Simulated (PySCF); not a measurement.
H₄GeO₄, triplet, geometry from GFN2-xTB (a higher spin typed on purpose: for a closed-shell molecule this is an excited state); DF-TPSS/def2-TZVP (PySCF).

Input for PySCF:
```python
from pyscf import gto, scf, dft

mol = gto.M(
    atom='''
O     0.564548    1.247405   -0.969958
Ge    0.044223    0.168862    0.338301
O    -1.600919    0.946902    0.729303
O    -0.550881   -1.384836   -0.717281
O     1.527727   -1.386807   -0.258895
H    -0.019697    2.000528   -1.051984
H    -2.181176    0.525668    1.358975
H    -0.568510   -2.238414   -0.285198
H     1.830450   -1.072695   -1.112757
''',
    basis='def2-tzvp',
    charge=0,
    spin=2,
    verbose=4,
)

mf = dft.UKS(mol)
mf.xc = 'tpss'
mf.DIIS = scf.EDIIS
mf = mf.density_fit(auxbasis='def2-universal-jkfit')
mf.kernel()
mf.analyze()
```

Write the output that PySCF gives for this input, abridged.


```
PySCF version 2.14.0

[INPUT] verbose = 4
[INPUT] num. atoms = 9
[INPUT] num. electrons = 68
[INPUT] charge = 0
[INPUT] spin (= nelec alpha-beta = 2S) = 2
[INPUT] symmetry False subgroup None
[INPUT] Mole.unit = angstrom
[INPUT] Symbol           X                Y                Z      unit          X                Y                Z       unit  Magmom
[...]
nuclear repulsion = 411.960336490472
number of shells = 76
number of NR pGTOs = 316
number of NR cGTOs = 196
basis = def2-tzvp
ecp = {}

******** <class 'pyscf.df.df_jk.DFUKS'> ********
method = DFUKS
initial guess = minao
damping factor = 0
level_shift factor = 0
DIIS = <class 'pyscf.scf.diis.EDIIS'>
diis_start_cycle = 1
diis_space = 8
diis_damp = 0
SCF conv_tol = 1e-09
SCF conv_tol_grad = None
SCF max_cycles = 50
direct_scf = False
number electrons alpha = 35  beta = 33
XC library pyscf.dft.libxc version 7.1.2
    S. Lehtola, C. Steigemann, M. J. T. Oliveira, and M. A. L. Marques,  SoftwareX 7, 1–5 (2018)
XC functionals = tpss
    J. Tao, J. P. Perdew, V. N. Staroverov, and G. E. Scuseria,  Phys. Rev. Lett. 91, 146401 (2003)
    J. P. Perdew, J. Tao, V. N. Staroverov, and G. E. Scuseria,  J. Chem. Phys. 120, 6898 (2004)
    J. Tao, J. P. Perdew, V. N. Staroverov, and G. E. Scuseria,  Phys. Rev. Lett. 91, 146401 (2003)
    J. P. Perdew, J. Tao, V. N. Staroverov, and G. E. Scuseria,  J. Chem. Phys. 120, 6898 (2004)
radial grids:
    Treutler-Ahlrichs [JCP 102, 346 (1995); DOI:10.1063/1.469408] (M4) radial grids

becke partition: Becke, JCP 88, 2547 (1988); DOI:10.1063/1.454033
pruning grids: <function nwchem_prune>
grids dens level: 3
symmetrized grids: False
atomic radii adjust function: <function treutler_atomic_radii_adjust>
small_rho_cutoff = 0
Set gradient conv threshold to 3.16228e-05
tot grids = 116200
init E= -2379.96986133069

cycle= 1 E= -2379.97165329321  delta_E= -0.00179  |g|=  1.2  |ddm|= 1.78
cycle= 2 E= -2377.89195430768  delta_E= 2.08  |g|= 2.55  |ddm|= 2.24

cycle= 3 E= -2379.9871269467  delta_E= -2.1  |g|= 1.06  |ddm|= 2.21

cycle= 4 E= -2380.0226917179  delta_E= -0.0356  |g|= 1.05  |ddm|= 0.188

cycle= 5 E= -2380.02269172431  delta_E= -6.41e-09  |g|= 1.05  |ddm|= 1.09e-08

cycle= 6 E= -2380.02269174733  delta_E= -2.3e-08  |g|= 1.05  |ddm|= 3.57e-08

cycle= 7 E= -2380.02269173513  delta_E= 1.22e-08  |g|= 1.05  |ddm|= 3.65e-08

cycle= 8 E= -2380.02269173284  delta_E= 2.28e-09  |g|= 1.05  |ddm|= 3.98e-08

cycle= 9 E= -2380.02269171428  delta_E= 1.86e-08  |g|= 1.05  |ddm|= 5.44e-08

cycle= 10 E= -2379.99264295162  delta_E= 0.03  |g|= 1.12  |ddm|= 0.118

cycle= 11 E= -2376.22396971196  delta_E= 3.77  |g|= 2.81  |ddm|= 2.54

cycle= 12 E= -2377.01668854677  delta_E= -0.793  |g|= 2.37  |ddm|= 3.61

cycle= 13 E= -2378.33512243565  delta_E= -1.32  |g|= 2.28  |ddm|= 3.34

cycle= 14 E= -2379.7506691027  delta_E= -1.42  |g|= 1.27  |ddm|= 1.14

cycle= 15 E= -2379.7506690342  delta_E= 6.85e-08  |g|= 1.27  |ddm|= 7.36e-08

cycle= 16 E= -2379.75066907407  delta_E= -3.99e-08  |g|= 1.27  |ddm|= 6.45e-08

cycle= 17 E= -2379.75066910621  delta_E= -3.21e-08  |g|= 1.27  |ddm|= 2.29e-08

cycle= 18 E= -2379.75066910947  delta_E= -3.25e-09  |g|= 1.27  |ddm|= 2.93e-09

cycle= 19 E= -2379.75066914898  delta_E= -3.95e-08  |g|= 1.27  |ddm|= 2.79e-08

cycle= 20 E= -2371.42128722759  delta_E= 8.33  |g|= 3.67  |ddm|= 5.05
cycle= 21 E= -2363.24127860094  delta_E= 8.18  |g|= 4.14  |ddm|= 7.47
cycle= 22 E= -2375.75941489647  delta_E= -12.5  |g|= 3.31  |ddm|=  6.2
cycle= 23 E= -2376.85783697612  delta_E= -1.1  |g|= 2.69  |ddm|= 0.821
cycle= 24 E= -2376.85783697434  delta_E= 1.78e-09  |g|= 2.69  |ddm|= 1.58e-09
cycle= 25 E= -2376.85783697546  delta_E= -1.12e-09  |g|= 2.69  |ddm|= 9.79e-10
cycle= 26 E= -2376.8578369755  delta_E= -3.59e-11  |g|= 2.69  |ddm|= 1.19e-10
cycle= 27 E= -2376.85783697506  delta_E= 4.38e-10  |g|= 2.69  |ddm|= 2.73e-10
cycle= 28 E= -2376.85783697519  delta_E= -1.25e-10  |g|= 2.69  |ddm|= 1.29e-09

cycle= 29 E= -2355.19498174898  delta_E= 21.7  |g|= 5.19  |ddm|= 7.17

cycle= 30 E= -2324.08568716679  delta_E= 31.1  |g|= 6.64  |ddm|= 13.7
cycle= 31 E= -2366.83580407082  delta_E= -42.8  |g|=  6.3  |ddm|= 12.2
cycle= 32 E= -2366.8358048188  delta_E= -7.48e-07  |g|=  6.3  |ddm|= 1.22e-06
cycle= 33 E= -2366.83580551272  delta_E= -6.94e-07  |g|=  6.3  |ddm|= 1.13e-06
cycle= 34 E= -2366.8358055119  delta_E= 8.19e-10  |g|=  6.3  |ddm|= 1.33e-09
cycle= 35 E= -2366.83580520517  delta_E= 3.07e-07  |g|=  6.3  |ddm|= 4.99e-07
cycle= 36 E= -2366.83580551243  delta_E= -3.07e-07  |g|=  6.3  |ddm|= 4.99e-07
cycle= 37 E= -2366.83580552084  delta_E= -8.41e-09  |g|=  6.3  |ddm|= 1.37e-08

cycle= 38 E= -2329.12826834708  delta_E= 37.7  |g|= 7.16  |ddm|= 8.76

cycle= 39 E= -2306.79117577838  delta_E= 22.3  |g|= 7.69  |ddm|= 12.5

cycle= 40 E= -2290.75313681321  delta_E=   16  |g|= 12.4  |ddm|= 14.9

cycle= 41 E= -2367.29202653363  delta_E= -76.5  |g|= 5.75  |ddm|= 12.8

cycle= 42 E= -2367.29202650935  delta_E= 2.43e-08  |g|= 5.75  |ddm|= 8.54e-09

cycle= 43 E= -2367.292026538  delta_E= -2.87e-08  |g|= 5.75  |ddm|= 7.64e-09

cycle= 44 E= -2367.29202653625  delta_E= 1.76e-09  |g|= 5.75  |ddm|= 4.64e-09

cycle= 45 E= -2367.29202652975  delta_E= 6.49e-09  |g|= 5.75  |ddm|= 3.14e-08

cycle= 46 E= -2367.29202659464  delta_E= -6.49e-08  |g|= 5.75  |ddm|= 2.21e-08

cycle= 47 E= -2330.17357846612  delta_E= 37.1  |g|= 9.46  |ddm|= 7.54

cycle= 48 E= -2287.36920795242  delta_E= 42.8  |g|= 10.9  |ddm|= 11.2

cycle= 49 E= -2242.22196784978  delta_E= 45.1  |g|= 14.5  |ddm|= 26.9

cycle= 50 E= -2348.88382662738  delta_E= -107  |g|=  8.8  |ddm|= 26.4
SCF not converged.
SCF energy = -2348.88382662738 after 50 cycles  <S^2> = 2.0014425  2S+1 = 3.0009615
**** SCF Summaries ****
Total Energy =                       -2348.883826627384678
Nuclear Repulsion Energy =             411.960336490471661
One-electron Energy =                -4261.800660487179812
Two-electron Energy =                 1500.956497369323642
Two-electron Coulomb Energy =         1620.457178467785070
[...]
spin_pop of  1 Ge 4dz^2     0.27907
spin_pop of  1 Ge 4dxz      0.28156
spin_pop of  1 Ge 4dx2-y2    0.12954
spin_pop of  1 Ge 5dxy      0.03742
spin_pop of  1 Ge 5dyz      0.00224
spin_pop of  1 Ge 5dz^2     0.05755
spin_pop of  1 Ge 5dxz      0.05421
spin_pop of  1 Ge 5dx2-y2    0.02645
spin_pop of  1 Ge 6dxy      0.00394
spin_pop of  1 Ge 6dyz      0.00177
spin_pop of  1 Ge 6dz^2     0.00841
spin_pop of  1 Ge 6dxz      0.00896
spin_pop of  1 Ge 6dx2-y2    0.00614
spin_pop of  1 Ge 4f-3      0.01417
spin_pop of  1 Ge 4f-2      0.01175
spin_pop of  1 Ge 4f-1      0.01250
spin_pop of  1 Ge 4f+0      0.00113
spin_pop of  1 Ge 4f+1      0.00072
spin_pop of  1 Ge 4f+2      0.00183
spin_pop of  1 Ge 4f+3      0.00933
spin_pop of  2 O 1s       -0.00000
spin_pop of  2 O 2s        0.02299
spin_pop of  2 O 3s        0.00429
spin_pop of  2 O 4s        0.00088
spin_pop of  2 O 5s        0.00011
spin_pop of  2 O 2px       0.24862
spin_pop of  2 O 2py       0.12118
spin_pop of  2 O 2pz       0.09155
spin_pop of  2 O 3px       0.00139
spin_pop of  2 O 3py       0.01294
spin_pop of  2 O 3pz       0.00883
spin_pop of  2 O 4px       0.00144
spin_pop of  2 O 4py       0.00044
spin_pop of  2 O 4pz       0.00021
spin_pop of  2 O 3dxy      0.00440
spin_pop of  2 O 3dyz      0.00306
spin_pop of  2 O 3dz^2     0.00276
spin_pop of  2 O 3dxz      0.00036
spin_pop of  2 O 3dx2-y2    0.00737
spin_pop of  2 O 4dxy      0.00078
spin_pop of  2 O 4dyz      0.00095
spin_pop of  2 O 4dz^2     0.00098
spin_pop of  2 O 4dxz      0.00026
spin_pop of  2 O 4dx2-y2    0.00260
spin_pop of  2 O 4f-3      0.00012
spin_pop of  2 O 4f-2      0.00008
spin_pop of  2 O 4f-1      0.00010
spin_pop of  2 O 4f+0      0.00001
spin_pop of  2 O 4f+1      0.00016
spin_pop of  2 O 4f+2      0.00002
spin_pop of  2 O 4f+3      0.00019
spin_pop of  3 O 1s       -0.00000
spin_pop of  3 O 2s        0.00259
spin_pop of  3 O 3s        0.00197
spin_pop of  3 O 4s        0.00128
spin_pop of  3 O 5s        0.00002
spin_pop of  3 O 2px       0.00294
spin_pop of  3 O 2py      -0.00308
spin_pop of  3 O 2pz       0.00119
spin_pop of  3 O 3px       0.02194
spin_pop of  3 O 3py       0.01211
spin_pop of  3 O 3pz       0.02116
spin_pop of  3 O 4px       0.00018
spin_pop of  3 O 4py       0.00029
spin_pop of  3 O 4pz       0.00007
spin_pop of  3 O 3dxy      0.00920
spin_pop of  3 O 3dyz      0.00155
spin_pop of  3 O 3dz^2     0.00483
spin_pop of  3 O 3dxz      0.00306
spin_pop of  3 O 3dx2-y2    0.00387
spin_pop of  3 O 4dxy      0.00346
spin_pop of  3 O 4dyz      0.00050
spin_pop of  3 O 4dz^2     0.00186
spin_pop of  3 O 4dxz      0.00143
spin_pop of  3 O 4dx2-y2    0.00112
spin_pop of  3 O 4f-3      0.00030
spin_pop of  3 O 4f-2      0.00036
spin_pop of  3 O 4f-1      0.00037
spin_pop of  3 O 4f+0      0.00006
spin_pop of  3 O 4f+1      0.00002
spin_pop of  3 O 4f+2      0.00002
spin_pop of  3 O 4f+3      0.00026
spin_pop of  4 O 1s       -0.00000
spin_pop of  4 O 2s        0.00052
spin_pop of  4 O 3s        0.00058
spin_pop of  4 O 4s        0.00001
spin_pop of  4 O 5s        0.00003
spin_pop of  4 O 2px       0.02057
spin_pop of  4 O 2py       0.01448
spin_pop of  4 O 2pz       0.00065
spin_pop of  4 O 3px       0.00391
spin_pop of  4 O 3py       0.00213
spin_pop of  4 O 3pz       0.00089
spin_pop of  4 O 4px       0.00022
spin_pop of  4 O 4py       0.00036
spin_pop of  4 O 4pz       0.00022
spin_pop of  4 O 3dxy      0.00126
spin_pop of  4 O 3dyz      0.00017
spin_pop of  4 O 3dz^2     0.00060
spin_pop of  4 O 3dxz     -0.00001
spin_pop of  4 O 3dx2-y2    0.00047
spin_pop of  4 O 4dxy      0.00083
spin_pop of  4 O 4dyz      0.00008
spin_pop of  4 O 4dz^2     0.00042
spin_pop of  4 O 4dxz      0.00000
spin_pop of  4 O 4dx2-y2    0.00026
spin_pop of  4 O 4f-3      0.00014
spin_pop of  4 O 4f-2      0.00000
spin_pop of  4 O 4f-1      0.00005
spin_pop of  4 O 4f+0      0.00002
spin_pop of  4 O 4f+1      0.00003
spin_pop of  4 O 4f+2      0.00003
spin_pop of  4 O 4f+3      0.00002
spin_pop of  5 H 1s        0.00077
spin_pop of  5 H 2s        0.00036
spin_pop of  5 H 3s        0.00004
spin_pop of  5 H 2px       0.00001
spin_pop of  5 H 2py       0.00007
spin_pop of  5 H 2pz       0.00011
spin_pop of  6 H 1s        0.01225
spin_pop of  6 H 2s        0.00463
spin_pop of  6 H 3s        0.00038
spin_pop of  6 H 2px       0.00012
spin_pop of  6 H 2py       0.00014
spin_pop of  6 H 2pz       0.00006
spin_pop of  7 H 1s        0.01921
spin_pop of  7 H 2s        0.00419
spin_pop of  7 H 3s        0.00022
spin_pop of  7 H 2px       0.00049
spin_pop of  7 H 2py       0.00016
spin_pop of  7 H 2pz       0.00013
spin_pop of  8 H 1s        0.00061
spin_pop of  8 H 2s        0.00004
spin_pop of  8 H 3s       -0.00001
spin_pop of  8 H 2px       0.00001
spin_pop of  8 H 2py       0.00002
spin_pop of  8 H 2pz       0.00002
 ** Mulliken Spin Density (per atom)  **
spin density of  0 O =      0.07340
spin density of  1 Ge =      1.19962
spin density of  2 O =      0.53906
spin density of  3 O =      0.09496
spin density of  4 O =      0.04894
spin density of  5 H =      0.00136
spin density of  6 H =      0.01758
spin density of  7 H =      0.02439
spin density of  8 H =      0.00069
 ** Mulliken pop alpha/beta on meta-lowdin orthogonal AOs **
 ** Mulliken pop       alpha | beta **
In total            35.00000 | 33.00000
 ** Mulliken atomic charges   ( Nelec_alpha | Nelec_beta ) **
charge of  0O =      4.53407  (     1.76967      1.69626 )
charge of  1Ge =     -6.07272  (    19.63617     18.43655 )
charge of  2O =      2.42087  (     3.05910      2.52004 )
charge of  3O =     -1.79397  (     4.94447      4.84951 )
charge of  4O =     -1.64073  (     4.84483      4.79589 )
charge of  5H =      0.79811  (     0.10163      0.10027 )
charge of  6H =      0.44960  (     0.28399      0.26641 )
charge of  7H =      0.62036  (     0.20202      0.17762 )
charge of  8H =      0.68442  (     0.15814      0.15745 )
Dipole moment(X, Y, Z, Debye): -15.92073, 67.70802, -28.57998
```

Convergence was not reached.
